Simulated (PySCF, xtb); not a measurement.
Sb₂, SMILES [Sb]#[Sb].

GFN2-xTB run with xtb at its own geometry gives an orbital gap of 1.39 eV and a dipole moment of 0.00 D.

Coordinates come from a B3LYP-D3(BJ)/def2-TZVP optimisation. The def2 effective core potentials stand for the cores of Sb; spin–orbit coupling is left out.

What does r2SCAN/def2-TZVPD run with PySCF give? (The exact figures need the calculation; the answer reports its results.)

gap 2.54 eV (levels -6.03 and -3.49 eV), dipole 0.00 D.
